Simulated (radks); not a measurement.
Problem. The selenium ion Se4+, configuration [Ar] 3d10 4s2. Method: Dirac Kohn-Sham, PBE, spin-unpolarised, spherical densities, point nucleus; computed with a radial shooting solver on a logarithmic mesh with Libxc functionals. Some entries of the table are withheld. Estimate them.

orbital  occ.  eigenvalue (Ry)  <r^2> (bohr^2)  <1/r> (bohr^-1)
1s1/2       2        -922.6902        0.002616            34.56
2s1/2       2        -121.8907         0.04520            7.686
2p1/2       2        -109.7471         0.03485            7.651
2p3/2       4        -106.6765         0.03631            7.415
3s1/2       2        -19.46452             (1)            2.501
3p1/2       2              (2)          0.3965              (3)
3p3/2       4              (4)          0.4107              (5)
3d3/2       4         -7.70424          0.4794            2.053
3d5/2       6         -7.63772          0.4856            2.038
4s1/2       2         -4.53592           2.851           0.8375
4p1/2       0         -3.56637           3.590           0.7395
4p3/2       0         -3.51681           3.682           0.7285
4d3/2       0         -2.15189             (6)           0.5453
4d5/2       0         -2.14629             (7)           0.5438
5s1/2       0         -1.90941           12.41           0.4038

Solution. 
(1) 3s1/2 <r^2> (bohr^2): 0.3785
(2) 3p1/2 eigenvalue (Ry): -15.30778
(3) 3p1/2 <1/r> (bohr^-1): 2.381
(4) 3p3/2 eigenvalue (Ry): -14.87497
(5) 3p3/2 <1/r> (bohr^-1): 2.325
(6) 4d3/2 <r^2> (bohr^2): 6.480
(7) 4d5/2 <r^2> (bohr^2): 6.517
